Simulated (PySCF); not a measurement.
Cl₂Pb, SMILES [Cl][Pb][Cl] (connectivity only; charge and spin as stated), charge -1, multiplicity 2.

Geometry optimised at PBE-D3(BJ)/def2-SVPD. The spin state was assumed, not searched. The isomer is the one that the SMILES or the coordinates give; other isomers of the formula were not compared. The def2 effective core potentials stand for the cores of Pb; spin–orbit coupling is left out.

All values below come from PySCF 2.14.0 with C-PCM-B3LYP/def2-SVPD.

The values are the electrostatic part of the solvation free energy, E(continuum) − E(gas) at the gas-phase geometry, in a cavity of scaled van der Waals radii (PySCF's table); cavitation and dispersion terms are not included. A continuum can't describe solvent molecules that bind to the metal.

| solvent | ε | ΔG(elec) (kcal/mol) |
|---|---|---|
| water | 78.36 | ___ |
| acetone | 20.49 | -50.0 |
| N,N-dimethylformamide | 37.22 | -51.2 |

Q: Fill in the missing entries. (Estimate from the structure and the level; the computed values follow.)

A: 
- water, ΔG(elec) (kcal/mol): -52.0
